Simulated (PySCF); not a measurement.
ClRb (SMILES [Cl][Rb]), singlet, at a GFN2-xTB geometry (such geometries of metal compounds can be far from the true shape) (all electrons, no relativity); R2SCAN/STO-3G run with PySCF.

PySCF was given this input:
```python
from pyscf import gto, scf, dft

mol = gto.M(
    atom='''
Rb   -0.00000000   -0.00000000   -0.85719931
Cl    0.00000000    0.00000000    1.86566909
''',
    basis='sto-3g',
    verbose=3,
)

mf = dft.RKS(mol)
mf.xc = 'r2scan'
mf.kernel()
mf.analyze()
```

It wrote (shortened):

```
converged SCF energy = -3364.42303381592
**** MO energy ****
MO #1   energy= -537.11143500213   occ= 2
MO #2   energy= -99.7297594113657  occ= 2
MO #3   energy= -69.8134193726319  occ= 2
MO #4   energy= -64.6565012480226  occ= 2
MO #5   energy= -64.6565012480225  occ= 2
MO #6   energy= -64.6560992609737  occ= 2
MO #7   energy= -10.1402948224022  occ= 2
MO #8   energy= -8.82141978594924  occ= 2
MO #9   energy= -7.92768370797514  occ= 2
MO #10  energy= -7.9276837079751   occ= 2
MO #11  energy= -7.92566878533989  occ= 2
MO #12  energy= -6.57919484574926  occ= 2
MO #13  energy= -6.5731104865028   occ= 2
MO #14  energy= -6.57311048650279  occ= 2
MO #15  energy= -3.11090635263299  occ= 2
MO #16  energy= -3.11090629770478  occ= 2
MO #17  energy= -3.10952603253768  occ= 2
MO #18  energy= -3.10952603253768  occ= 2
MO #19  energy= -3.10908094498475  occ= 2
MO #20  energy= -1.1119594471189   occ= 2
MO #21  energy= -0.593506409108702 occ= 2
MO #22  energy= -0.5935064091087   occ= 2
MO #23  energy= -0.589439919699536 occ= 2
MO #24  energy= -0.46219196561891  occ= 2
MO #25  energy= -0.0375273729728618 occ= 2
MO #26  energy= -0.0155546269397701 occ= 2
MO #27  energy= -0.0155546269397626 occ= 2
MO #28  energy= 0.127135372861489  occ= 0
MO #29  energy= 0.364135303529977  occ= 0
MO #30  energy= 0.364135303529979  occ= 0
MO #31  energy= 0.470599937838608  occ= 0
 ** Mulliken atomic charges  **
charge of    0Rb =      0.74308
charge of    1Cl =     -0.74308
Dipole moment(X, Y, Z, Debye): -0.00000, -0.00000, -10.26417
```
